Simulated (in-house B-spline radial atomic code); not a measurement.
Checks on a self-consistent run for the cobalt ion Co⁸⁺, [Ar] 3d1. Level of theory: non-relativistic Hartree-Fock, spin-polarised, averaged over the determinants with the given up and down occupations, point nucleus; calculated with a B-spline radial code for spherical atoms.

| orbital | q | ε (Eh) | <1/r> | <r²> |
| --- | --- | --- | --- | --- |
| 1s up | 1 | -289.92465 | 26.5141 | 0.00433976 |
| 1s down | 1 | -289.92426 | 26.5143 | 0.00433966 |
| 2s up | 1 | -41.91983 | 5.7482 | 0.0777155 |
| 2s down | 1 | -41.86147 | 5.75414 | 0.0775268 |
| 2p up | 3 | -37.15722 | 5.67413 | 0.0620657 |
| 2p down | 3 | -37.10066 | 5.68092 | 0.061824 |
| 3s up | 1 | -10.70989 | 1.9513 | 0.595498 |
| 3s down | 1 | -10.59559 | 1.94384 | 0.598324 |
| 3p up | 3 | -9.08519 | 1.85534 | 0.620828 |
| 3p down | 3 | -8.94667 | 1.84519 | 0.625569 |
| 3d up | 1 | -6.86321 | 1.69321 | 0.612458 |

Electron-electron repulsion V_ee = 391.7936 hartree, kinetic energy T = 1360.4617 hartree.

Q: What total energy follows from the eigenvalues?

A: The eigenvalues count the repulsion twice, so E = Σqε - V_ee = -968.668 - 391.794 = -1360.462 hartree; the run printed -1360.462.

Q: What is the virial ratio?

A: -V/T = (T - E)/T = 2.000000; at the Hartree-Fock limit it is 2.

Q: What diamagnetic shielding (Lamb formula) and susceptibility (Langevin formula) do the radii give?

A: σ = (α²/3)Σq<1/r> = 115.286/(3·137.036²) = 2046.4 ppm, and χ = -0.79199×10⁻⁶·Σq<r²> = -4.816×10⁻⁶ cm³/mol with Σq<r²> = 6.0811 bohr². Both are non-relativistic formulas without the paramagnetism of open shells.
